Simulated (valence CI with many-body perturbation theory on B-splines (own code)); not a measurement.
# Missing levels of Er XLVI

Computed by valence CI with perturbative core correlation (CI+MBPT): five valence electrons over a frozen Dirac-Fock core [Ar], a basis of 7 s, 7 p, 8 d, 6 f, 4 g, 1 h functions for each j, with the one-electron correlation potential Σ1 (screened to all orders), the two-electron term Σ2, the three-electron term Σ3, Breit, model QED; selected single and double excitations, second order for the rest (own B-spline code, finite nucleus).

No measured spectrum was set against this ion. As an estimate, large intervals hold to a few tenths of a per cent, small ones and those within an open d or f shell to about a per cent. Among the levels kept, up to 250 cm⁻¹ of a level comes from second order outside the variational space, and about a tenth of that is noise between levels of different J, which matters for small intervals. Only levels of the ground parity were solved; by the run's estimate the other parity begins above the list, which can be wrong where configurations are misplaced.

| Level | E (cm⁻¹) |
| --- | --- |
| (3d3/2^4 3d5/2) J=5/2 | 0 |
| (3d3/2^3 3d5/2^2) J=5/2 [a] | 291520 |
| (3d3/2^3 3d5/2^2) J=7/2 [a] | 378890 |
| (3d3/2^3 3d5/2^2) J=11/2 | 389830 |
| (3d3/2^3 3d5/2^2) J=3/2 [a] | 390200 |
| (3d3/2^3 3d5/2^2) J=9/2 | 426600 |
| (3d3/2^3 3d5/2^2) J=5/2 [b] | 449970 |
| (3d3/2^3 3d5/2^2) J=1/2 | 469390 |
| (3d3/2^3 3d5/2^2) J=7/2 [b] | 485770 |
| (3d3/2^3 3d5/2^2) J=3/2 [b] | ? |
| (3d3/2^2 3d5/2^3) J=5/2 [a] | ? |
| (3d3/2^2 3d5/2^3) J=7/2 [a] | 724110 |
| (3d3/2^2 3d5/2^3) J=11/2 | ? |
| (3d3/2^2 3d5/2^3) J=9/2 [a] | 743980 |
| (3d3/2^2 3d5/2^3) J=13/2 | 766820 |
| (3d3/2^2 3d5/2^3) J=1/2 [a] | 773040 |
| (3d3/2^2 3d5/2^3) J=3/2 [a] | ? |
| (3d3/2^2 3d5/2^3) J=5/2 [b] | 793280 |
| (3d3/2^2 3d5/2^3) J=9/2 [b] | ? |
| (3d3/2^2 3d5/2^3) J=7/2 [b] | ? |

Levels are named by their leading jj configuration (3d3/2^4 stands for four electrons in 3d with j = 3/2), which in mixed levels can hold well under half, so a name can repeat and another be missing. Letters in brackets count levels of one name in rising energy.

Question: The levels stand in rising order. What does the calculation give for the missing energies?

Answer: (3d3/2^3 3d5/2^2) J=3/2 [b] 594430; (3d3/2^2 3d5/2^3) J=5/2 [a] 665120; (3d3/2^2 3d5/2^3) J=11/2 729290; (3d3/2^2 3d5/2^3) J=3/2 [a] 782670; (3d3/2^2 3d5/2^3) J=9/2 [b] 831800; (3d3/2^2 3d5/2^3) J=7/2 [b] 849580.
